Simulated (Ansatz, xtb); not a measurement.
System: sum formula H2SiO2, net charge 1, doublet state. SMILES of the parent species: O[Si]O
Structure (B3LYP-D3(BJ)/def2-TZVP (Ansatz, a program for electronic structure) minimum search):
```
Si
O 1 1.5662
H 2 0.9688 1 136.47
O 1 1.5662 2 130.85 3 0.00
H 4 0.9688 1 136.47 2 0.00
```
Charge +1, spin multiplicity 2.

Harmonic wavenumbers from GFN2-xTB (xtb, at its own minimum), cm⁻¹: 235, 261, 270, 314, 402, 998, 1293, 3289, 3318.

Give the harmonic wavenumbers at B3LYP-D3(BJ)/def2-TZVP (Ansatz, finite differences of forces, unscaled).

214, 287, 308, 415, 525, 981, 1168, 3755, 3767 cm⁻¹. Zero-point energy 16.3 kcal/mol.

From these and the geometry, give the ideal-gas thermochemistry at 298.15 K and 1 atm (rigid rotor, harmonic oscillator).

Point group C2v, rotational symmetry number 2. Rotational constants 55.11, 7.083, 6.277 GHz. S(trans) 38.30, S(rot) 21.02, S(vib) 6.53, S(elec, spin only) 1.38, S 67.2 cal/(mol K). H(298) - H(0) 3.59 kcal/mol; G - E(el) -0.1 kcal/mol.
